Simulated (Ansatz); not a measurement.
Species: H4S2Si, SMILES `S[SiH2]S` (H–S–Si–S torsion 56°, S–Si–S–H torsion 56°) (charge 0, multiplicity 1), formula H$_{4}$S$_{2}$Si.

How many basis functions does Ansatz (an electronic-structure program) with frozen-core CCSD(T)/cc-pVTZ // PBE-D3(BJ)/def2-TZVP use, how many core orbitals are frozen, and how many electrons are correlated?

158 basis functions and 15 frozen orbitals, which leaves 20 correlated electrons. Core time is of the order of seconds.
